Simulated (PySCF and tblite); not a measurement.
Values are calculated unless marked as measured or tabulated.
C₅H₇NO, numbered as in [CH3:1][O:2][C@@H:3]1[CH2:4][C@@H:5]1[C:6]#[N:7].

Free energies: PBE0-D3(BJ)/def2-SVP (IEF-PCM, tetrahydrofuran) on GFN2-xTB structures plus GFN2-xTB thermal terms, symmetry and mirror images included. Conformers within 2.5 kcal/mol (GFN2-xTB free energy) were kept, 6 at most. Couplings: B3LYP/6-31G* with pcJ-1 on H (gas phase; spin-dipole term only for pairs with B, N, F, Si or P). Couplings are for ¹H. H–H couplings come out 0.1 to 0.9 Hz lower than with pcJ-1 on all atoms. Of two unlike H on one atom, a is the less shielded (KT2/pcSseg-1 (IEF-PCM, tetrahydrofuran)). (PySCF 2.14, tblite 0.8.)

Torsions listed: C1–O2–C3–C4.

```
conformer  shape  weight %
        1   152°      82.0
        2   -84°      18.0
```

Task: Give the couplings in each conformer and the averages at 298.15 K (pairs that fast motion interchanges averaged).

Result: 
```csv
coupling,pairs,1,2,average (Hz)
"²J(H1,H1)",3,-11.2,-11.0,-11.1
"³J(H3,H4a)",1,7.2,6.2,7.0
"³J(H3,H4b)",1,3.7,3.6,3.7
"³J(H3,H5)",1,6.3,7.5,6.5
"²J(H4a,H4b)",1,-8.2,-7.8,-8.2
"³J(H4a,H5)",1,10.8,10.8,10.8
"³J(H4b,H5)",1,6.9,6.5,6.8
```
